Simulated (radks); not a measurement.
Problem. All-electron atom: Ti+ in [Ar] 3d2 4s1 (the NIST ground configuration). All-electron calculation, Dirac Kohn-Sham, BLYP, spin-unpolarised, spherical densities, finite nucleus; open shells fill j = l - 1/2 first; Fermi nuclear charge, rms radius 3.5921 fm. Program: a radial shooting solver on a logarithmic mesh with Libxc functionals.

Spin-orbit splittings of the eigenvalues, e(l+1/2) - e(l-1/2), with zeta = 2 splitting/(2l+1) and mean radii in bohr:

| shell | occ. | splitting (eV) | zeta (eV) | <r> j=l-1/2 | <r> j=l+1/2 |
|---|---|---|---|---|---|
| 2p | 6 | 5.781 | 3.854 | 0.2881 | 0.2908 |
| 3p | 6 | ? | ? | 1.081 | 1.089 |
| 3d | 2 | 0.04855 | 0.01942 | 1.523 | 1.528 |

Estimate the 3p splitting.

Solution. 0.6621 eV (zeta = 0.4414 eV).
